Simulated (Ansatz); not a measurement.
Reaction (ligand exchange at a Ge–C bond): `C[CH2][GeH]([OH])[OH]` + HCl → `[OH][GeH]([OH])[Cl]` + `CC`

Program: Ansatz. Geometries: PBE0-D4/def2-TZVP. ΔE: electronic, gas phase. CBS: MP2 limit from def2 TZ/QZ plus the TZ coupled-cluster correction, frozen cores. This one scheme is used for every species. Functionals use def2-TZVPP. For Ge outer-core shells are correlated without core-valence functions, which leaves a few kJ/mol of doubt a bond. Scalar relativity is left out up to krypton. One conformer a species, not always the lowest.

(1) Is it downhill or uphill in electronic energy at CCSD(T)/CBS, and by how much? (Best estimate.)

(2) What do these levels give: r2SCAN-D4, r2SCAN, CCSD(T)/def2-TZVPP, SCS-MP2/def2-QZVPP, HF/CBS(def2), MP2/CBS(def2)? (Estimate.)

Largest T1 diagnostic among the species: 0.011.

Results:

(1) The calculation gave: Downhill: ΔE = -91.5 kJ/mol.

(2) Computed: r2SCAN-D4 -103.6, r2SCAN -104.9, CCSD(T)/def2-TZVPP -92.5, SCS-MP2/def2-QZVPP -96.8, HF/CBS(def2) -118.1, MP2/CBS(def2) -93.5 kJ/mol.

In def2-TZVPP, CCSD(T) changes the Hartree–Fock value by +25.1 kJ/mol (the triples alone add +1.3 kJ/mol) and MP2 by +23.1 kJ/mol. The D4 term adds +4.8 kJ/mol with B3LYP and +3.0 kJ/mol with PBE0; it sums over pairs of atoms, weighted by their polarisabilities, and B3LYP, whose exchange is more repulsive, gets the larger term.

B3LYP here is the variant with VWN-RPA as its local correlation; programs differ in this.
